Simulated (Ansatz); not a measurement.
CH7BFNSi can be A, `NB([SiH3])CF`, or B, `BN(C)[SiH2]F`.

Gas-phase electronic energies from Ansatz, PBE0-D4/def2-TZVP geometries. CBS: MP2 limit from def2 TZ/QZ plus the TZ coupled-cluster correction, frozen cores. Functionals use def2-TZVPP. B3LYP here is the variant with VWN-RPA as its local correlation; programs differ in this. One conformer a species, not always the lowest.

A:

Z-matrix (Å, degrees):
```
Si
B 1 2.024
H 1 1.491 2 111.6
H 1 1.491 2 111.6 3 -119.6
H 1 1.492 2 111.1 3 120.2
C 2 1.577 1 121.5 3 59.9
N 2 1.384 1 120.8 3 -120.1
F 6 1.399 2 112.3 1 180.0
H 6 1.097 2 111.4 1 59.4
H 6 1.097 2 111.4 1 -59.5
H 7 1.005 2 124.4 1 0.0
H 7 1.009 2 121.1 1 180.0
```

B:

Z-matrix (Å, degrees):
```
C
N 1 1.462
H 1 1.094 2 111.0
H 1 1.090 2 109.6 3 119.9
H 1 1.093 2 111.0 3 -120.2
Si 2 1.733 1 117.0 3 56.0
B 2 1.399 1 121.9 3 -123.6
F 6 1.599 2 109.4 1 64.4
H 6 1.482 2 109.4 1 -51.0
H 6 1.474 2 109.7 1 -176.2
H 7 1.197 2 119.1 1 -179.1
H 7 1.198 2 119.4 1 1.2
```

Question: Which isomer does CCSD(T)/CBS put lower? Give the gap. (Estimate.)

Answer: Computed: B, by 219.7 kJ/mol.

Question: Give E(B) − E(A) in kJ/mol with CCSD/def2-TZVPP, PBE0-D4, CCSD(T)/def2-TZVPP, HF/def2-TZVPP, PBE-D4, B3LYP-D4, B3LYP. (Estimate.)

Answer: Computed: CCSD/def2-TZVPP -218.7, PBE0-D4 -192.0, CCSD(T)/def2-TZVPP -216.5, HF/def2-TZVPP -232.7, PBE-D4 -180.4, B3LYP-D4 -207.1, B3LYP -204.1. None reverses the order clearly.

Largest T1 diagnostic: 0.013.

From PBE to PBE0 (25 % exact exchange), in def2-TZVPP and without D4, E(B) − E(A) moves by −12.0 kJ/mol.
